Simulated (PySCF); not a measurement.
## [Nd(H2O)4]3+ at several levels of theory

Computed with PySCF 2.14.0 (density fitting, no spin-orbit coupling) at the geometry relaxed with PBE0:

```xyz
13
[Nd(H2O)4]3+ (singlet in the valence; each metal's 4f electrons, 3 of them, lie in its core potential, out of spins and levels)
Nd    0.0000    0.0000    0.0000
O     1.4064    1.3660    1.3026
H     2.2070    1.1066    1.8113
H     1.3420    2.3343    1.4617
O    -1.4064   -1.3026    1.3660
H    -1.3420   -1.4617    2.3343
H    -2.2070   -1.8112    1.1066
O     1.4064   -1.3660   -1.3026
H     1.3420   -2.3343   -1.4617
H     2.2070   -1.1066   -1.8113
O    -1.4064    1.3026   -1.3660
H    -2.2070    1.8112   -1.1066
H    -1.3420    1.4617   -2.3343
```

```tsv
level	basis	state	HOMO (eV)	gap (eV)	charge on Nd1 (e)	population of f-type functions on Nd1 (polarisation alone where 4f lies in the core)	dipole about the centre of mass (D)	largest force component (eV/Å)
PBE0	Nd lcecp-1-SVP with ECP49, O def2-SVP, H def2-SVP	singlet	-24.06	8.70	1.80	0.06	0.00	0.00
PBE	the same	singlet	-22.17	5.93	1.62	0.06	0.00	0.48
PBE0	Nd lcecp-1-TZVP with ECP49, O def2-TZVP, H def2-TZVP	singlet	-24.07	8.82	2.16	0.08	0.00	0.24
```

In the lcecp rows the 4f levels are missing from HOMO and gap, and the state counts the valence alone.

Charges are Mulliken's, which hang on the basis. The relaxation used the grid (50, 194), these runs (75, 302) or, all-electron (x2c bases, spin-free X2C Hamiltonian), (99, 590).

(1) What does revPBE with Nd lcecp-1-SVP with ECP49, O def2-SVP, H def2-SVP give here?

An lcecp potential fixes the number of 4f electrons, so in runs with it no electron can move into or out of that shell.

## Answers

(1) state singlet, HOMO (eV) -22.13, gap (eV) 5.99, charge on Nd1 (e) 1.65, population of f-type functions on Nd1 (polarisation alone where 4f lies in the core) 0.06, dipole about the centre of mass (D) 0.00, largest force component (eV/Å) 0.46. Time: 9.5 s on 2 threads of Arm Neoverse V1, on a shared host, from an already converged density.
